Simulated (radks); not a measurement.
Problem. Neutral tellurium, 52 electrons, occupied as [Kr] 4d9 5s1.5 5p5.5 (fractional occupations, a model configuration). Calculated with a radial shooting solver on a logarithmic mesh with Libxc functionals: scalar-relativistic Kohn-Sham, BLYP, spin-polarised, spherical densities, finite nucleus; open shells are filled with parallel spins first (spin-orbit coupling, left out, can overturn this in heavy ions); Fermi nuclear charge, rms radius 4.7423 fm. Some entries of the table are withheld. Estimate them.

orbital  occ.  eigenvalue (eV)  r(max) (bohr)
1s up       1        -31640.92        0.01794
1s down     1        -31640.87        0.01794
2s up       1        -4860.728         0.1014
2s down     1        -4860.378         0.1014
2p up       3        -4364.941        0.08122
2p down     3        -4364.656        0.08122
3s up       1        -974.4390         0.2926
3s down     1        -974.2384         0.2926
3p up       3        -813.3155         0.2862
3p down     3        -813.0901         0.2862
3d up       5        -569.6502         0.2377
3d down     5        -569.3271         0.2377
4s up       1        -172.6273         0.6995
4s down     1        -171.4982         0.6993
4p up       3        -122.3433         0.7354
4p down     3        -121.2141         0.7353
4d up       5         -48.7904         0.8033
4d down     4         -47.6794         0.8034
5s up       1         -17.5619          1.733
5s down   0.5         -16.7235          1.737
5p up       3              (1)          2.046
5p down   2.5              (2)          2.067

Solution. 
(1) 5p up eigenvalue (eV): -7.3958
(2) 5p down eigenvalue (eV): -6.7507
